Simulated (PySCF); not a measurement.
## Trend along group 14: MBr anions

HF with triple-zeta basis sets in PySCF, for the lowest determinant that a PBE0 search found; no spin–orbit coupling. De refers to high-spin ground-configuration atoms (the charge goes to the atom of lower measured ionisation energy or higher electron affinity, which is not always the lowest computed limit). A positive dipole points towards Br; it is taken about the centre of mass and depends on that origin.

```tsv
M	basis	reference	charged atom	state (unpaired electrons)	Re (Å)	ωe (cm⁻¹)	De (eV)	μ (D)
C	def2-TZVPPD	UHF	Br−	triplet (π ↑↑)	2.230	260	n/a	3.03
Si	def2-TZVPPD	UHF	Br−	triplet (π ↑↑)	2.501	248	n/a	3.52
Ge	def2-TZVPPD	UHF	Br−	triplet (π ↑↑)	2.613	169	n/a	0.09
Sn	def2-TZVPPD	UHF	Br−	triplet (π ↑↑)	2.780	150	n/a	-1.26
```

The shortest bond is that of CBr⁻ (2.230 Å), the longest that of SnBr⁻ (2.780 Å).

Relativity is treated differently too: C no relativity; Si no relativity; Ge no relativity; Sn scalar-relativistic core potentials.

De is n/a where a free atom or ion gave no sound limit at this level.

Down a group bonds as a rule get longer and wavenumbers fall, partly through the reduced mass; this series shows no clear exception.

These are scalar-relativistic numbers at best; spin–orbit coupling would shift them, the dissociation energy most. Hartree–Fock leaves out correlation, which carries a large part of most bond energies and some tenths to 1 eV of ionisation energies. States were picked by a PBE0 search and need not be the measured ground states.
